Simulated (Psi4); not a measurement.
Psi4 input (wB97X-D/6-31G*):

```
memory 1500 MB

molecule {
0 2
C    -1.68480600   -0.90663900    0.58619300
Si   -0.66094400    0.50719800   -0.12356800
Si    1.62536500    0.04512700   -0.22564400
H    -2.74265200   -0.63545400    0.60990900
H    -1.36868800   -1.14172800    1.60353100
H    -1.57562800   -1.80697300   -0.02015000
H    -0.83858700    1.72516700    0.70687900
H    -1.11990700    0.82081800   -1.50039100
H     1.98449600   -1.08280900   -1.12581700
H     2.26790600   -0.17174200    1.09784900
symmetry c1
no_reorient
no_com
}

set {
  basis 6-31G*
  reference uks
  scf_type pk
  dft_radial_points 99
  dft_spherical_points 590
  e_convergence 1e-8
  d_convergence 1e-7
  maxiter 150
}

e = energy('wb97x-d')
print_out(f'\nFINAL {e:.10f} DIPOLE {variable("CURRENT DIPOLE")[0]:.6f} {variable("CURRENT DIPOLE")[1]:.6f} {variable("CURRENT DIPOLE")[2]:.6f}\n')
```

Output:

```
   => Loading Basis Set <=

    Name: 6-31G*
    Role: ORBITAL
    Keyword: BASIS
    atoms 1    entry C          line   111 file 6-31gs.gbs
    atoms 2-3  entry SI         line   268 file 6-31gs.gbs
    atoms 4-10 entry H          line    44 file 6-31gs.gbs

   => WB97X-D: Empirical Dispersion <=

    Chai and Head-Gordon Dispersion Correction
    Chai, J.-D.; Head-Gordon, M. (2010), J. Chem. Phys., 132: 6615-6620

        s6 =       1.000000

         ---------------------------------------------------------
                                   SCF
               by Justin Turney, Rob Parrish, Andy Simmonett
                          and Daniel G. A. Smith
                              UKS Reference
         ---------------------------------------------------------

  ==> Geometry <==

    Molecular point group: c1
    Full point group: C1

    Geometry (in Angstrom), charge = 0, multiplicity = 2:

       Center              X                  Y                   Z               Mass
    ------------   -----------------  -----------------  -----------------  -----------------
         C           -1.684806000000    -0.906639000000     0.586193000000    12.000000000000
         SI          -0.660944000000     0.507198000000    -0.123568000000    27.976926534650
         SI           1.625365000000     0.045127000000    -0.225644000000    27.976926534650
         H           -2.742652000000    -0.635454000000     0.609909000000     1.007825032230
         H           -1.368688000000    -1.141728000000     1.603531000000     1.007825032230
         H           -1.575628000000    -1.806973000000    -0.020150000000     1.007825032230
         H           -0.838587000000     1.725167000000     0.706879000000     1.007825032230
         H           -1.119907000000     0.820818000000    -1.500391000000     1.007825032230
         H            1.984496000000    -1.082809000000    -1.125817000000     1.007825032230
         H            2.267906000000    -0.171742000000     1.097849000000     1.007825032230

  Running in c1 symmetry.

  Rotational constants: A =      0.46926  B =      0.10805  C =      0.09519 [cm^-1]
  Rotational constants: A =  14068.00188  B =   3239.13540  C =   2853.86793 [MHz]
  Nuclear repulsion =  140.573941324085183

  Charge       = 0
  Multiplicity = 2
  Electrons    = 41
  Nalpha       = 21
  Nbeta        = 20

  ==> Algorithm <==

  SCF Algorithm Type is PK.
  DIIS enabled.
  MOM disabled.
  Fractional occupation disabled.
  Guess Type is SAD.
  Energy threshold   = 1.00e-08
  Density threshold  = 1.00e-07
  Integral threshold = 1.00e-12

  ==> Primary Basis <==

  Basis Set: 6-31G*
    Blend: 6-31G*
    Number of shells: 36
    Number of basis functions: 67
    Number of Cartesian functions: 67
    Spherical Harmonics?: false
    Max angular momentum: 2

  ==> DFT Potential <==

   => LibXC <=

    Version 7.1.2
    S. Lehtola, C. Steigemann, M. J. T. Oliveira, and M. A. L. Marques,  SoftwareX 7, 1–5 (2018) (10.1016/j.softx.2017.11.002)

   => Composite Functional: WB97X-D <=

    wB97X-D Hyb-GGA Exchange-Correlation Functional

    J.-D. Chai and M. Head-Gordon,  Phys. Chem. Chem. Phys. 10, 6615–6620 (2008) (10.1039/B810189B)

    Deriv               =              1
    GGA                 =           TRUE
    Meta                =          FALSE

    Exchange Hybrid     =           TRUE
    MP2 Hybrid          =          FALSE

   => Exchange-Correlation Functionals <=

    1.0000   wB97X-D range-separated functional

   => Exact (HF) Exchange <=

    0.7780            HF,LR [omega = 0.2000]
    0.2220               HF

   => LibXC Density Thresholds  <==

    XC_HYB_GGA_XC_WB97X_D:  1.00E-14

   => Molecular Quadrature <=

    Radial Scheme          =       TREUTLER
    Pruning Scheme         =           NONE
    Nuclear Scheme         =       TREUTLER

    Blocking Scheme        =         OCTREE
    BS radius alpha        =              1
    Pruning alpha          =              1
    Radial Points          =             99
    Spherical Points       =            590
    Total Points           =         553278
    Total Blocks           =           3933
    Max Points             =            256
    Max Functions          =             66
    Weights Tolerance      =       1.00E-15

  ==> Integral Setup <==

  Using in-core PK algorithm.
   Calculation information:
      Number of atoms:                  10
      Number of AO shells:              36
      Number of primitives:             97
      Number of atomic orbitals:        67
      Number of basis functions:        67

      Integral cutoff                 1.00e-12
      Number of threads:                 1

  Performing in-core PK
  Using 7787343 doubles for integral storage.
  We computed 204861 shell quartets total.
  Whereas there are 222111 unique shell quartets.

  Computing range-separated integrals for PK
  We computed 204861 wK shell quartets total.
  Whereas there are 222111 wK unique shell quartets.

  ==> DiskJK: Disk-Based J/K Matrices <==

    J tasked:                  Yes
    K tasked:                  Yes
    wK tasked:                 Yes
    Omega:               2.000E-01
    Schwarz Cutoff:          1E-12


  Cached 100.0% of DFT collocation blocks in 0.870 [GiB].

  Minimum eigenvalue in the overlap matrix is 6.3915730082E-03.
  Reciprocal condition number of the overlap matrix is 1.0174875932E-03.
    Using symmetric orthogonalization.

  ==> Pre-Iterations <==

  SCF Guess: Superposition of Atomic Densities via on-the-fly atomic UHF (no occupation information).

   -------------------------
    Irrep   Nso     Nmo
   -------------------------
     A         67      67
   -------------------------
    Total      67      67
   -------------------------

  ==> Iterations <==

                        Total Energy        Delta E     RMS |[F,P]|

   @UKS iter SAD:  -620.41404035020048   -6.20414e+02   0.00000e+00
   @UKS iter   1:  -621.09441377679491   -6.80373e-01   6.49685e-03 DIIS/ADIIS
   @UKS iter   2:  -621.14027348116485   -4.58597e-02   5.03013e-03 DIIS/ADIIS
   @UKS iter   3:  -621.19989423169807   -5.96208e-02   3.74260e-04 DIIS/ADIIS
   @UKS iter   4:  -621.20055828177419   -6.64050e-04   1.15820e-04 DIIS/ADIIS
   @UKS iter   5:  -621.20064984009946   -9.15583e-05   2.90836e-05 DIIS
   @UKS iter   6:  -621.20065797446966   -8.13437e-06   8.87754e-06 DIIS
   @UKS iter   7:  -621.20065891442061   -9.39951e-07   3.10642e-06 DIIS
   @UKS iter   8:  -621.20065902897318   -1.14553e-07   8.40996e-07 DIIS
   @UKS iter   9:  -621.20065903745046   -8.47729e-09   2.46793e-07 DIIS
   @UKS iter  10:  -621.20065903806687   -6.16410e-10   7.25535e-08 DIIS
  Energy and wave function converged.

  ==> Post-Iterations <==

   Electrons on quadrature grid:
      Nalpha   =   20.9999983230 ; deviation = -1.677e-06
      Nbeta    =   19.9999987146 ; deviation = -1.285e-06
      Ntotal   =   40.9999970376 ; deviation = -2.962e-06

   @Spin Contamination Metric:   2.722802583E-03
   @S^2 Expected:                7.500000000E-01
   @S^2 Observed:                7.527228026E-01
   @S   Expected:                5.000000000E-01
   @S   Observed:                5.000000000E-01

    Orbital Energies [Eh]
    ---------------------

    Alpha Occupied:

       1A    -66.273995     2A    -66.272177     3A    -10.288562
       4A     -5.392052     5A     -5.391494     6A     -3.740212
       7A     -3.736125     8A     -3.735671     9A     -3.735074
      10A     -3.734840    11A     -3.734226    12A     -0.803035
      13A     -0.646315    14A     -0.578427    15A     -0.501048
      16A     -0.497131    17A     -0.440009    18A     -0.413497
      19A     -0.412624    20A     -0.375203    21A     -0.281746

    Alpha Virtual:

      22A      0.097462    23A      0.098632    24A      0.110343
      25A      0.164184    26A      0.187732    27A      0.189060
      28A      0.206178    29A      0.234314    30A      0.237700
      31A      0.278587    32A      0.303931    33A      0.316276
      34A      0.330829    35A      0.336108    36A      0.369999
      37A      0.423618    38A      0.495259    39A      0.577393
      40A      0.581595    41A      0.664571    42A      0.682312
      43A      0.724012    44A      0.741840    45A      0.751914
      46A      0.758081    47A      0.777840    48A      0.840814
      49A      0.864646    50A      0.896390    51A      0.984097
      52A      0.991653    53A      1.013365    54A      1.069003
      55A      1.159675    56A      1.240773    57A      1.247257
      58A      1.277369    59A      1.319776    60A      1.809406
      61A      1.810086    62A      2.258078    63A      2.347814
      64A      2.353459    65A      2.955556    66A      3.071930
      67A      4.271161

    Beta Occupied:

       1A    -66.273926     2A    -66.269060     3A    -10.287921
       4A     -5.391416     5A     -5.388813     6A     -3.735867
       7A     -3.735613     8A     -3.735088     9A     -3.732748
      10A     -3.732162    11A     -3.730821    12A     -0.801132
      13A     -0.631750    14A     -0.566553    15A     -0.500419
      16A     -0.494970    17A     -0.435599    18A     -0.411298
      19A     -0.408375    20A     -0.366234

    Beta Virtual:

      21A     -0.042616    22A      0.103314    23A      0.104645
      24A      0.123352    25A      0.167785    26A      0.192674
      27A      0.192807    28A      0.206269    29A      0.235058
      30A      0.241373    31A      0.283865    32A      0.306460
      33A      0.318462    34A      0.338177    35A      0.346233
      36A      0.382514    37A      0.424904    38A      0.495042
      39A      0.589395    40A      0.590692    41A      0.666269
      42A      0.701831    43A      0.742145    44A      0.749395
      45A      0.770273    46A      0.776675    47A      0.792224
      48A      0.842226    49A      0.870353    50A      0.904525
      51A      0.984464    52A      0.993425    53A      1.019962
      54A      1.071030    55A      1.163166    56A      1.245356
      57A      1.249947    58A      1.279217    59A      1.320105
      60A      1.811062    61A      1.812086    62A      2.260064
      63A      2.349311    64A      2.354491    65A      2.966959
      66A      3.077789    67A      4.273027

    Final Occupation by Irrep:
              A
    DOCC [    20 ]
    SOCC [     1 ]
    NA   [    21 ]
    NB   [    20 ]

  @UKS Final Energy:  -621.20065903806687

   => Energetics <=

    Nuclear Repulsion Energy =            140.5739413240851832
    One-Electron Energy =               -1137.5593293860379163
    Two-Electron Energy =                 411.4035243537589963
    DFT Exchange-Correlation Energy =     -35.6155381861272673
    Empirical Dispersion Energy =          -0.0032571437457969
    VV10 Nonlocal Energy =                  0.0000000000000000
    Total Energy =                       -621.2006590380669877

  UHF NO Occupations:
  HONO-2 :   19  A 1.9998344
  HONO-1 :   20  A 1.9990271
  HONO-0 :   21  A 1.0000000
  LUNO+0 :   22  A 0.0009729
  LUNO+1 :   23  A 0.0001656
  LUNO+2 :   24  A 0.0001549
  LUNO+3 :   25  A 0.0000603

Computation Completed

Properties will be evaluated at   0.000000,   0.000000,   0.000000 [a0]

Properties computed using the SCF density matrix

 Multipole Moments:

 ------------------------------------------------------------------------------------
     Multipole            Electronic (a.u.)      Nuclear  (a.u.)        Total (a.u.)
 ------------------------------------------------------------------------------------

 L = 1.  Multiply by 2.5417464519 to convert [e a0] to [Debye]
 Dipole X            :         -0.3245148           -0.0000038           -0.3245186
 Dipole Y            :         -0.2207441           -0.0000094           -0.2207535
 Dipole Z            :          0.1318062            0.0000000            0.1318062
 Magnitude           :                                                    0.4140258

 ------------------------------------------------------------------------------------

FINAL -621.2006590381 DIPOLE -0.324519 -0.220754 0.131806

*** Psi4 exiting successfully. Buy a developer a beer!
```

The geometry given is a B3LYP-D3(BJ)/def2-TZVP minimum.
